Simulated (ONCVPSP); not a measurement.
## Configuration tests for tin (ONCV)

* Element: Sn
* Generator: ONCVPSP 4.0.1
* Type: optimised norm-conserving Vanderbilt (ONCV)
* Functional: PBE
* Relativity: scalar-relativistic
* Frozen core: [Kr] 4d10
* Valence charge: 4
* Reference configuration: 5s2 5p1.5 (charge +0.5)
* Partial waves: 5s: rc 1.80 bohr, ncon 5, nbas 8, qcut 3.2 1/bohr, 1 projector; 5p: rc 1.80 bohr, ncon 4, nbas 8, qcut 4.9 1/bohr, local
* Local potential: the p channel
* Core correction: Teter function, fcfact 3.75, rcfact 1.6

Energies are relative to the spin-unpolarised reference configuration 5s2 5p1.5; without spin polarisation the order of configurations can differ from experiment.

Question: Give the all-electron excitation energy and the error of the potential for: 5s2 5p2; 5s2 5p1; 5s2 5p0; 5s0 5p4.

Answer:

```json
{"valence configuration": "5s2 5p2", "charge": "0", "ΔE all-electron (eV)": "-2.616", "error AE − PS (meV)": "-13"}
{"valence configuration": "5s2 5p1", "charge": "+1", "ΔE all-electron (eV)": "4.259", "error AE − PS (meV)": "-22"}
{"valence configuration": "5s2 5p0", "charge": "+2", "ΔE all-electron (eV)": "18.212", "error AE − PS (meV)": "-258"}
{"valence configuration": "5s0 5p4", "charge": "0", "ΔE all-electron (eV)": "11.570", "error AE − PS (meV)": "-72"}
```

Levels in the configuration 5s0 5p4:

| level | all-electron (eV) | pseudo (eV) |
| --- | --- | --- |
| 5p | -4.884 | -4.830 |

Note: ghosts flagged at negative energy: s at -21.7 eV; no localised positive-energy state flagged. A true bound ghost makes a file unfit for plane-wave use.
